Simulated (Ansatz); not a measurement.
Ansatz (a quantum-chemistry and plane-wave program) job for F4Te, SMILES F[Te](F)(F)F (connectivity only; charge and spin as stated), charge -1, multiplicity 2, B3LYP-D3(BJ)/def2-SVPD. 

Ansatz 0.2 input:
```yaml
crystal:
  periodic: [false, false, false]
  atoms:
    - {symbol: Te, position_ang: [-0.00673746, 0.41447287, -0.00000000]}
    - {symbol: F, position_ang: [0.00493770, 0.07939493, -2.04201863]}
    - {symbol: F, position_ang: [1.25425112, -1.25560994, 0.00000001]}
    - {symbol: F, position_ang: [0.00493770, 0.07939494, 2.04201863]}
    - {symbol: F, position_ang: [-1.22519897, -1.29791208, -0.00000000]}
basis:
  gaussian:
    orbitals: def2-SVPD
hamiltonian:
  xc: b3lyp
  dispersion: d3bj
total_charge: -1
magnetization: {spin_polarized: true, initial_magnetization: 1}
relax: {f_tol: 0.002, max_steps: 200}
```

Log of the run:

```
WARN ansatz: RAYON_NUM_THREADS=1 ignored (pool sized by the plan → 1); use --threads N
Functional definition: B3LYP
integrals: 0.11 GiB planned
1406 factors; integrals over basis functions are off by at most 1.7e-4 eV
mean field: 1.08 GiB planned
mean field evaluation 1: about -18154.5034 eV, gradient 2.7e1 eV
mean field evaluation 2: about -18145.3423 eV, gradient 5.9e1 eV
mean field evaluation 4: about -18157.8225 eV, gradient 2.0e0 eV
mean field evaluation 8: about -18157.8923 eV, gradient 2.0e-1 eV
mean field evaluation 16: about -18157.8926 eV, gradient 2.8e-5 eV
mean field -18157.89258891 eV, -667.2902447808 hartree, gradient 2.8e-5 eV, S^2 0.753064; 0 other end points of the search recorded, 0 dependent functions left out
the calculation of the forces begins
reference -18157.89286735 eV, -667.2902550133 hartree; 31, 30 occupied and 96, 97 virtual orbitals, 1406 factors
relax step   1: F+E_penalty+E_count = -18158.04156503 eV  Δ(F+E_penalty+E_count) = +0.000e0 eV  max|allowed force component| = 3.150e0 eV/Å  Δτ_max = 0.0000 Å  (34 SCF iters, accepted)
these checks for a lower state are left out or cut short: starts, cluster_reference, orbital_swaps, neighbouring_geometries, increment
integrals: 0.11 GiB planned
1406 factors; integrals over basis functions are off by at most 1.8e-4 eV
mean field: 1.08 GiB planned
mean field -18158.03439242 eV, -667.2954559636 hartree, gradient 1.8e-5 eV, S^2 0.752484; 0 other end points of the search recorded, 0 dependent functions left out
the calculation of the forces begins
reference -18158.03467813 eV, -667.2954664633 hartree; 31, 30 occupied and 96, 97 virtual orbitals, 1406 factors
relax step   2: F+E_penalty+E_count = -18158.18111125 eV  Δ(F+E_penalty+E_count) = -1.395e-1 eV  max|allowed force component| = 1.108e0 eV/Å  Δτ_max = 0.1908 Å  (42 SCF iters, accepted)
these checks for a lower state are left out or cut short: starts, cluster_reference, orbital_swaps, neighbouring_geometries, increment
integrals: 0.11 GiB planned
1406 factors; integrals over basis functions are off by at most 1.7e-4 eV
mean field: 1.08 GiB planned
mean field evaluation 32: about -18158.1215 eV, gradient 4.0e-4 eV
mean field -18158.12149662 eV, -667.2986569841 hartree, gradient 2.2e-5 eV, S^2 0.752592; 0 other end points of the search recorded, 0 dependent functions left out
the calculation of the forces begins
reference -18158.12177979 eV, -667.2986673903 hartree; 31, 30 occupied and 96, 97 virtual orbitals, 1406 factors
relax step   3: F+E_penalty+E_count = -18158.26923608 eV  Δ(F+E_penalty+E_count) = -8.812e-2 eV  max|allowed force component| = 2.990e-1 eV/Å  Δτ_max = 0.0943 Å  (37 SCF iters, accepted)
these checks for a lower state are left out or cut short: starts, cluster_reference, orbital_swaps, neighbouring_geometries, increment
integrals: 0.11 GiB planned
1406 factors; integrals over basis functions are off by at most 1.7e-4 eV
mean field: 1.08 GiB planned
mean field -18158.12465359 eV, -667.2987730005 hartree, gradient 1.8e-5 eV, S^2 0.752564; 0 other end points of the search recorded, 0 dependent functions left out
the calculation of the forces begins
reference -18158.12493666 eV, -667.2987834031 hartree; 31, 30 occupied and 96, 97 virtual orbitals, 1406 factors
relax step   4: F+E_penalty+E_count = -18158.27250423 eV  Δ(F+E_penalty+E_count) = -3.268e-3 eV  max|allowed force component| = 1.445e-1 eV/Å  Δτ_max = 0.0142 Å  (38 SCF iters, accepted)
these checks for a lower state are left out or cut short: starts, cluster_reference, orbital_swaps, neighbouring_geometries, increment
integrals: 0.11 GiB planned
1406 factors; integrals over basis functions are off by at most 1.7e-4 eV
mean field: 1.08 GiB planned
mean field -18158.12521556 eV, -667.2987936526 hartree, gradient 2.0e-5 eV, S^2 0.752540; 0 other end points of the search recorded, 0 dependent functions left out
the calculation of the forces begins
reference -18158.12549883 eV, -667.2988040623 hartree; 31, 30 occupied and 96, 97 virtual orbitals, 1406 factors
relax step   5: F+E_penalty+E_count = -18158.27301181 eV  Δ(F+E_penalty+E_count) = -5.076e-4 eV  max|allowed force component| = 5.398e-2 eV/Å  Δτ_max = 0.0093 Å  (39 SCF iters, accepted)
these checks for a lower state are left out or cut short: starts, cluster_reference, orbital_swaps, neighbouring_geometries, increment
integrals: 0.11 GiB planned
1406 factors; integrals over basis functions are off by at most 1.7e-4 eV
mean field: 1.08 GiB planned
mean field -18158.12529391 eV, -667.2987965318 hartree, gradient 2.6e-5 eV, S^2 0.752546; 0 other end points of the search recorded, 0 dependent functions left out
the calculation of the forces begins
reference -18158.12557707 eV, -667.2988069378 hartree; 31, 30 occupied and 96, 97 virtual orbitals, 1406 factors
relax step   6: F+E_penalty+E_count = -18158.27312888 eV  Δ(F+E_penalty+E_count) = -1.171e-4 eV  max|allowed force component| = 5.912e-3 eV/Å  Δτ_max = 0.0038 Å  (32 SCF iters, accepted)
these checks for a lower state are left out or cut short: starts, cluster_reference, orbital_swaps, neighbouring_geometries, increment
integrals: 0.11 GiB planned
1406 factors; integrals over basis functions are off by at most 1.7e-4 eV
mean field: 1.08 GiB planned
mean field evaluation 64: about -18158.1253 eV, gradient 5.5e-5 eV
mean field -18158.12527319 eV, -667.2987957703 hartree, gradient 5.5e-5 eV, S^2 0.752543; 0 other end points of the search recorded, 0 dependent functions left out
the calculation of the forces begins
reference -18158.12555631 eV, -667.2988061749 hartree; 31, 30 occupied and 96, 97 virtual orbitals, 1406 factors
relax step   7: F+E_penalty+E_count = -18158.27313264 eV  Δ(F+E_penalty+E_count) = -3.765e-6 eV  max|allowed force component| = 5.011e-3 eV/Å  Δτ_max = 0.0014 Å  (26 SCF iters, accepted)
these checks for a lower state are left out or cut short: starts, cluster_reference, orbital_swaps, neighbouring_geometries, increment
integrals: 0.11 GiB planned
1406 factors; integrals over basis functions are off by at most 1.7e-4 eV
mean field: 1.08 GiB planned
mean field -18158.12528124 eV, -667.2987960661 hartree, gradient 3.2e-5 eV, S^2 0.752545; 0 other end points of the search recorded, 0 dependent functions left out
the calculation of the forces begins
reference -18158.12556437 eV, -667.2988064710 hartree; 31, 30 occupied and 96, 97 virtual orbitals, 1406 factors
relax step   8: F+E_penalty+E_count = -18158.27313344 eV  Δ(F+E_penalty+E_count) = -7.914e-7 eV  max|allowed force component| = 2.201e-3 eV/Å  Δτ_max = 0.0006 Å  (26 SCF iters, accepted)
these checks for a lower state are left out or cut short: starts, cluster_reference, orbital_swaps, neighbouring_geometries, increment
integrals: 0.11 GiB planned
1406 factors; integrals over basis functions are off by at most 1.7e-4 eV
mean field: 1.08 GiB planned
mean field -18158.12528072 eV, -667.2987960471 hartree, gradient 1.9e-5 eV, S^2 0.752544; 0 other end points of the search recorded, 0 dependent functions left out
the calculation of the forces begins
reference -18158.12556385 eV, -667.2988064520 hartree; 31, 30 occupied and 96, 97 virtual orbitals, 1406 factors
relax step   9: F+E_penalty+E_count = -18158.27313372 eV  Δ(F+E_penalty+E_count) = -2.862e-7 eV  max|allowed force component| = 2.180e-4 eV/Å  Δτ_max = 0.0002 Å  (25 SCF iters, accepted)
integrals: 0.11 GiB planned
1406 factors; integrals over basis functions are off by at most 1.7e-4 eV
mean field: 1.08 GiB planned
mean field -18158.12528072 eV, -667.2987960471 hartree, gradient 1.9e-5 eV, S^2 0.752544; 1 other end points of the search recorded, 0 dependent functions left out
the calculation of the forces begins
reference -18158.12556385 eV, -667.2988064520 hartree; 31, 30 occupied and 96, 97 virtual orbitals, 1406 factors
Total energy: -18158.27341685 eV, -667.3042399496 hartree
Atom 0 at    -0.002722     0.278609    -0.000000 Å, force    -0.000053     0.000218     0.000000 eV/Å
Atom 1 at    -0.001200     0.167844    -2.050450 Å, force    -0.000004    -0.000047    -0.000126 eV/Å
Atom 2 at     1.291567    -1.279997     0.000000 Å, force     0.000069    -0.000096    -0.000000 eV/Å
Atom 3 at    -0.001200     0.167844     2.050450 Å, force    -0.000004    -0.000047     0.000126 eV/Å
Atom 4 at    -1.254254    -1.314560    -0.000000 Å, force    -0.000009    -0.000027    -0.000000 eV/Å
Dipole moment:    -0.010246     0.755378     0.000000 e Å
```

The run converged.

Cost: around 70 core-seconds (rough).
